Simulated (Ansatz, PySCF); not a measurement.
System: dialuminium oxide, Al2O, charge 0, multiplicity 1. 
Geometry from a B3LYP-D3(BJ)/def2-TZVP (Ansatz, a first-principles code) optimisation:
```
O
Al 1 1.7104
Al 1 1.7104 2 180.00
```

Wanted: atomisation energy (electronic, to ground-state atoms), in kJ/mol. Cores are frozen in the correlated levels unless marked. Open shells are spin-unrestricted. Spin-orbit coupling is left out. Non-relativistic. The coupled-cluster limit lacks core correlation, which all-electron functionals hold. CBS marks a two-point X^-3 extrapolation of the correlation energy; Hartree-Fock from the larger set.

```csv
level,program,atomisation energy (kJ/mol)
revPBE-D3(BJ)/def2-TZVPD,Ansatz + dftd3,1026.2
TPSS-D4/def2-TZVPD,PySCF + dftd4,1039.5
r2SCAN/def2-TZVPD,Ansatz,1044.5
r2SCAN-D3(BJ)/def2-TZVPD,Ansatz + dftd3,1046.5
```

**Question.** Predict the CCSD(T)/CBS(aug-cc-pV(T+d)Z,aug-cc-pV(Q+d)Z) result (Ansatz).

**Answer.** 1068.9 kJ/mol
